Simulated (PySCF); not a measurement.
# Ca: interval between two levels

Ca [Ar] 4s2 → Ca [Ar] 4s1 4p1 [3P2, M_J = 2], as a difference of total energies. Computed with PySCF 2.14 in x2c-TZVPall-2c with one added diffuse shell each of s, p, d type (7s8p4d, 51 functions), with the two-component X2C-1e Hamiltonian. Correlated levels: [Ne] frozen; the 6 highest virtual spinors dropped. "Screened" scales the spin-orbit matrix elements by Boettger's factors to mimic the two-electron term; Breit and QED terms are absent.

```json
{"method": "GHF (spin-free)", "interval between two levels (cm⁻¹)": "8747.7"}
{"method": "GMP2 (spin-free)", "interval between two levels (cm⁻¹)": "14329"}
{"method": "GHF (screened spin-orbit)", "interval between two levels (cm⁻¹)": "8800.4"}
{"method": "GMP2 (screened spin-orbit)", "interval between two levels (cm⁻¹)": "14384"}
```

Errors of the correlated levels include the incompleteness of this basis and the frozen core.

The labels give the starting determinants; with spin-orbit coupling the two ends relaxed to ⟨J²⟩ = 0.00, ⟨L²⟩ = 0.00, ⟨S²⟩ = 0.00 and ⟨J²⟩ = 6.02, ⟨L²⟩ = 2.02, ⟨S²⟩ = 2.00.

For comparison: 15316 cm⁻¹ (measured; NIST Handbook of Basic Atomic Spectroscopic Data (Sansonetti and Martin, J. Phys. Chem. Ref. Data 34, 1559 (2005))).
